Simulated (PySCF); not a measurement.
# Fine-structure interval of Co¹⁸⁺ by level of theory

Co¹⁸⁺ [He] 2s2 2p5 [2p1/2^2 2p3/2^3, M_J = 3/2] → Co¹⁸⁺ [He] 2s2 2p5 [2p1/2^1 2p3/2^4, M_J = 1/2], as a difference of total energies. All numbers are calculated (PySCF 2.14, the two-component X2C-1e Hamiltonian, in an uncontracted even-tempered set (18 s from 4.2 bohr⁻², ratio 2.4; 12 p from 5.4 bohr⁻², ratio 2.4; 5 d from 24 bohr⁻², ratio 2.6; 5 f from 36 bohr⁻², ratio 2.6)). Correlated levels: nothing frozen; the 36 highest virtual spinors dropped. "Screened" scales the spin-orbit matrix elements by Boettger's factors to mimic the two-electron term; Breit and QED terms are absent.

```csv
method,fine-structure interval (cm⁻¹)
GHF (screened spin-orbit),125300
GMP2 (screened spin-orbit),126070
GHF (bare spin-orbit),135500
```
